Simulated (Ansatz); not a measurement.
A nudged elastic band was laid between two geometries of ClH2InO2 (6 atoms, charge 0, multiplicity 1).

Method: Ansatz 0.2.0, RKS BHLYP/def2-SVP.

```
movable images  : 9
climbing image  : yes
spring          : 5.0 eV/Å²
optimiser       : quadratic models (default)
start path      : through a guess of the saddle point
force threshold : 0.05 eV/Å
iteration limit : 60
end points      : relaxed
```

First end point:

```xyz
6
Properties=species:S:1:pos:R:3
In -0.176 0.268 0.156
O 1.515 -0.195 -0.749
O -1.582 -1.083 0.416
H -1.360 -1.944 0.066
Cl -0.537 2.431 0.938
H 2.140 0.523 -0.826
```

Last end point:

```xyz
6
Properties=species:S:1:pos:R:3
In -0.937 0.568 0.547
O 1.035 -0.510 -0.280
O -1.497 -1.165 0.116
H 0.349 -1.207 -0.364
Cl -0.449 2.758 1.094
H 1.499 -0.444 -1.114
```

Task: Which bonds break or form, and what moves?

Result: Bonds broken: O3–H4. Bonds formed: O2–H4.

Task: What energy profile does the band end with?

Result: The forces met the threshold. The highest image is number 8 of 0 to 10, 197.2 kJ/mol above the first end and 11.5 kJ/mol above the last; the last end lies 185.7 kJ/mol above the first. The profile has 2 maxima (images 2, 8) with wells between them (image 3): this band takes more than one step, which may be the mechanism or a detour left from its start path. A vibrational analysis at the climbing image gives one clearly imaginary mode, 1122i cm⁻¹: a first-order saddle point. The orbitals stay closed-shell, which can raise the energy where a bond breaks towards radicals; this wasn't checked here.

| image | path coordinate (Å) | energy (kJ/mol) | O3–H4 (Å) | O2–H4 (Å) |
| --- | --- | --- | --- | --- |
| 0 | 0.00 | 0.0 | 0.96 | 3.46 |
| 1 | 0.47 | 5.3 | 0.96 | 3.38 |
| 2 | 0.94 | 12.0 | 0.96 | 3.51 |
| 3 | 1.41 | 10.4 | 0.95 | 3.68 |
| 4 | 1.88 | 12.4 | 0.96 | 3.31 |
| 5 | 2.35 | 28.6 | 0.96 | 2.80 |
| 6 | 2.82 | 58.2 | 0.97 | 2.21 |
| 7 | 3.29 | 113.3 | 1.01 | 1.66 |
| 8 | 3.76 | 197.2 | 1.36 | 1.13 |
| 9 | 3.99 | 188.5 | 1.65 | 1.01 |
| 10 | 4.22 | 185.7 | 1.91 | 0.98 |

Task: What is the geometry of the highest image?

Result: 
```xyz
6
Properties=species:S:1:pos:R:3
In -0.773 0.577 0.505
O 1.007 -0.514 -0.274
O -1.232 -1.211 0.028
H 0.087 -1.171 -0.303
Cl -0.576 2.779 1.143
H 1.487 -0.459 -1.098
```

Time of the run: 6.3 min on 2 threads of AMD EPYC 7R43 64-Core Processor (Zen 3) (shared host), peak memory 0.19 GiB.
